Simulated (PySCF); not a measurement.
## (LiH)4 ring: computed shieldings and shifts

(LiH)4 ring, H4Li4.

Geometry:
| atom | x (Å) | y (Å) | z (Å) |
| --- | --- | --- | --- |
| Li1 | -0.885 | 0.863 | 1.705 |
| H2 | -1.532 | 1.694 | 0.376 |
| Li3 | -1.111 | 1.305 | -1.222 |
| H4 | -0.199 | 0.317 | -2.259 |
| Li5 | 0.869 | -0.877 | -1.706 |
| H6 | 1.553 | -1.668 | -0.374 |
| Li7 | 1.129 | -1.295 | 1.226 |
| H8 | 0.175 | -0.341 | 2.253 |

GIAO calculations in PySCF 2.14 on the PBE0-D3(BJ)/def2-SVP structure: isolated species, non-relativistic, equivalent atoms averaged; basis pcSseg-1.

Problem. Give the isotropic shieldings (ppm) with PBE0, wB97X-D.

Solution. 
```tsv
atoms	environment	PBE0	wB97X-D
Li1/Li3/Li5/Li7	lithium bonded to 2 H	87.5	88.8
H2/H4/H6/H8	bridging hydrogen	28.20	28.46
HOMO–LUMO gap (eV)	–	6.37	9.61
```

Problem. And the chemical shifts, against references computed in the same way?

Solution. 
| atoms | nucleus, reference | PBE0 | wB97X-D |
| --- | --- | --- | --- |
| H2/H4/H6/H8 | 1H, TMS | 3.07 | 2.92 |

Problem. Which part of the shielding of Li1/Li3/Li5/Li7 depends on the functional?

Solution. Diamagnetic: PBE0 100, wB97X-D 100 ppm; paramagnetic: PBE0 -13, wB97X-D -11 ppm. The diamagnetic part, set mainly by inner electrons, hardly moves; the paramagnetic part goes with low-lying magnetically allowed excitations and carries the spread.

Problem. What couplings does B3LYP/pcJ-1 give?

Solution. 1J(Li1,H2) = 44.2, 2J(H2,H4) = 9.6, 2J(Li1,Li3) = 8.8 Hz (averaged over equivalent pairs; isotopes 7Li, 1H).
